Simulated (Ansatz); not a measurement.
Geometry optimisation, Ansatz 0.2.0, RKS PBE/STO-3G.

Input:

```yaml
crystal:
  periodic: [false, false, false]
  atoms:
    - { symbol: C, position_ang: [-0.0468, -2.3885, 0.6169] }
    - { symbol: Al, position_ang: [0.659, -0.9332, -0.5747] }
    - { symbol: F, position_ang: [1.8224, -1.3619, -1.8654] }
    - { symbol: C, position_ang: [0.1799, 0.9498, -0.3429] }
    - { symbol: C, position_ang: [-0.44455, 2.03685, 0.35772] }
    - { symbol: C, position_ang: [0.41439, 2.32591, -0.71748] }
    - { symbol: H, position_ang: [-1.1709, -2.3695, 0.4887] }
    - { symbol: H, position_ang: [0.3721, -3.3107, 0.3189] }
    - { symbol: H, position_ang: [0.16, -2.0991, 1.7035] }
    - { symbol: H, position_ang: [-1.13652, 2.39348, 1.08786] }
    - { symbol: H, position_ang: [1.40051, 2.75969, -0.4329] }
    - { symbol: H, position_ang: [-0.11445, 2.58796, -1.68192] }
basis:
  gaussian: { orbitals: STO-3G }
hamiltonian:
  xc: pbe
relax:
  f_tol: 0.015
  max_steps: 40
```

Run as:

```bash
$ ansatz run input.yaml --threads 1 --pin off --max-ram 2048MiB --backend cpu --events-out ev --progress --plain --runs-dir out
```

Task: Where does it end, and by what steps?

Result: The run converged. Limits of this set-up: minimal basis. After 6 steps the energy has fallen by 1.650 eV; H10 moved furthest, 0.23 Å.

```json
{"step": "0", "energy less start (eV)": "0.0000", "largest force component (eV/Å)": "6.458", "accepted": "yes"}
{"step": "1", "energy less start (eV)": "-1.5175", "largest force component (eV/Å)": "1.643", "accepted": "yes"}
{"step": "2", "energy less start (eV)": "-1.6351", "largest force component (eV/Å)": "0.492", "accepted": "yes"}
{"step": "3", "energy less start (eV)": "-1.6487", "largest force component (eV/Å)": "0.090", "accepted": "yes"}
{"step": "4", "energy less start (eV)": "-1.6494", "largest force component (eV/Å)": "0.058", "accepted": "yes"}
{"step": "5", "energy less start (eV)": "-1.6496", "largest force component (eV/Å)": "0.028", "accepted": "yes"}
{"step": "6", "energy less start (eV)": "-1.6497", "largest force component (eV/Å)": "0.015", "accepted": "yes"}
```

```xyz
12
Properties=species:S:1:pos:R:3
C -0.065 -2.306 0.591
Al 0.663 -0.926 -0.521
F 1.705 -1.297 -1.729
C 0.230 0.905 -0.293
C -0.424 1.873 0.348
C 0.434 2.369 -0.783
H -1.161 -2.375 0.487
H 0.346 -3.301 0.354
H 0.135 -2.117 1.660
H -1.121 2.167 1.144
H 1.386 2.895 -0.569
H -0.033 2.704 -1.731
```

Whether the end is a true minimum wasn't checked by a vibrational analysis.

Time of the run: 43 s on 1 thread of Intel(R) Xeon(R) Processor @ 2.50GHz (Skylake/Cascade Lake), on a shared host, peak memory 0.14 GiB.
